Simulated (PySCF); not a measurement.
**Question.** Give a PBE0-D3(BJ)/def2-SVP geometry of `O=COC1(C(F)=C(F)F)CC(=O)C1`.

**Answer.** 
```
atom  x, y, z in Å
O1    -0.550    0.598    2.412
C2    -0.929    1.355    1.570
O3    -0.780    1.189    0.248
C4    -0.117    0.021   -0.205
C5     1.358    0.071    0.035
F6     1.973   -1.067   -0.311
C7     2.119    1.072    0.477
F8     1.673    2.252    0.832
F9     3.414    0.978    0.617
C10   -0.782   -1.323    0.222
C11   -1.119   -1.575   -1.240
O12   -1.657   -2.468   -1.820
C13   -0.500   -0.254   -1.684
H14   -1.471    2.305    1.750
H15   -0.106   -2.062    0.674
H16   -1.657   -1.209    0.877
H17   -1.223    0.477   -2.077
H18    0.339   -0.353   -2.389
```

Any rigid rotation of these coordinates is as good. Atoms count from 1 in this order. The 4-membered ring C4–C10–C11–C13 has internal angles of 88.5° to 92.7° (sum 360°, against 360° for a flat polygon); it is planar, 0.01 Å rms from its mean plane, widest ring torsion 1°. Of the pairs four or more bonds apart, C2···F8 is among the closest relative to their van der Waals radii: 2.85 Å, 90 % of the sum of Bondi's values. The C–O distances run from 1.193 Å (C11=O12, drawn double) to 1.417 Å (O3–C4, drawn single), a spread of 0.224 Å. The C–F distances run from 1.306 Å (C7–F9, drawn single) to 1.339 Å (C5–F6, drawn single), a spread of 0.033 Å.

Bonds between heavy atoms (Å): O1=C2 1.194, C2–O3 1.341, O3–C4 1.417, C4–C5 1.496, C5–F6 1.339, C5=C7 1.332, C7–F8 1.310, C7–F9 1.306, C4–C10 1.559, C10–C11 1.521, C11=O12 1.193, C11–C13 1.525, C4–C13 1.553.

Computed with PBE0-D3(BJ)/def2-SVP geometry optimisation, gas phase in PySCF.

Point group: C1 (no symmetry element, even within 0.4 Å). Not checked by PBE0-D3(BJ)/def2-SVP frequencies. The numbers are those of one conformer (O1–C2–O3–C4 0°, C2–O3–C4–C5 -73°, O3–C4–C5–F6 176°).
